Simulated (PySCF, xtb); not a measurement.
C3H5NOSi, SMILES O[Si@@H]1C=CC=N1.

GFN2-xTB run with xtb at its own geometry gives an orbital gap of 2.13 eV and a dipole moment of 2.01 D.

Geometry optimised at PBE0-D3(BJ)/def2-SVP. The structure was generated by enumeration; whether it is a known compound was not checked. One conformer was computed; it need not be the lowest.

Question: What does M06-2X/def2-TZVP run with PySCF give? (Estimate from the structure and the level; the computed values follow.)

Answer: gap 7.55 eV (levels -8.78 and -1.24 eV), dipole 2.88 D.
